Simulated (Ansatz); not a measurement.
Basis sets compared for Cs₃I₂. Total charge 0; doublet. Geometry PBE-D4/def2-SVP. Ansatz on 4 threads of Arm Neoverse V2 on a shared host; times are rough, and most runs start from earlier orbitals.

```tsv
atom	x (Å)	y (Å)	z (Å)
Cs1	0.5976	-0.0002	-4.5628
Cs2	-0.9110	2.0842	2.3331
Cs3	0.6383	-2.1859	-0.0148
I4	-0.2521	1.3125	-1.1850
I5	-0.0728	-1.2106	3.4296
```

In the def2 sets Cs, I take a core potential; there is no spin–orbit coupling. Another isomer (doublet) lies 0.06 eV lower at PBE0-D4/def2-TZVP; other spin states weren't run for this one.

Binding counts from free atoms (Cs doublet, I doublet) in the same basis, without a counterpoise term.

```tsv
level	functions	energy (Eh)	HOMO (eV)	LUMO (eV)	binding per atom (eV)	wall time
PBE-D4/def2-SVP	124	-656.0822	-2.10	-1.65	1.79	6 s
PBE0-D4/def2-SVP	124	-656.1220	-2.43	-1.13	1.81	9 s
```

Estimate the rows for PBE-D4/def2-TZVP (with forces), PBE0-D4/def2-TZVP.


```csv
level,functions,energy (Eh),HOMO (eV),LUMO (eV),binding per atom (eV),wall time
PBE-D4/def2-TZVP (with forces),187,-656.1023,-2.10,-1.62,1.80,8 s
PBE0-D4/def2-TZVP,187,-656.1395,-2.43,-1.09,1.81,13 s
```
